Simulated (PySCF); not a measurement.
## Te²⁵⁺: ionisation energy

Te²⁵⁺ [Ar] 3d9 [3d3/2^4 3d5/2^5, M_J = 5/2] → Te²⁶⁺ [Ar] 3d8 [3d3/2^4 3d5/2^4, M_J = 4], as a difference of total energies. Calculation: PySCF 2.14, in an even-tempered Gaussian basis (17 s from 3.5 bohr⁻², ratio 2.8; 12 p from 4.5 bohr⁻², ratio 2.8; 8 d from 4.5 bohr⁻², ratio 2.8; 3 f from 19 bohr⁻², ratio 3); the two-component X2C-1e Hamiltonian. Correlated levels: [Ne] frozen; the 76 highest virtual spinors dropped. "Screened" scales the spin-orbit matrix elements by Boettger's factors to mimic the two-electron term; Breit and QED terms are absent.

Task: Order these methods by the ionisation energy they give, lowest first.
A. GMP2 (screened spin-orbit)
B. GHF (screened spin-orbit)
C. GMP2 (spin-free)
D. GHF (spin-free)

Result: B (1377.6 eV), A (1379.1 eV), D (1381.3 eV), C (1382.7 eV).

Breit and QED terms and the two-electron picture change are absent.

The spin-free rows relax to the high-spin LS determinant and lack the spin-orbit shift.

The labels give the starting determinants; with spin-orbit coupling the two ends relaxed to ⟨J²⟩ = 8.75, ⟨L²⟩ = 6.01, ⟨S²⟩ = 0.76 and ⟨J²⟩ = 20.00, ⟨L²⟩ = 12.44, ⟨S²⟩ = 1.91.

For comparison: 1377 ± 4 eV (theoretical estimate listed by NIST; NIST Atomic Spectra Database, ionization energies).
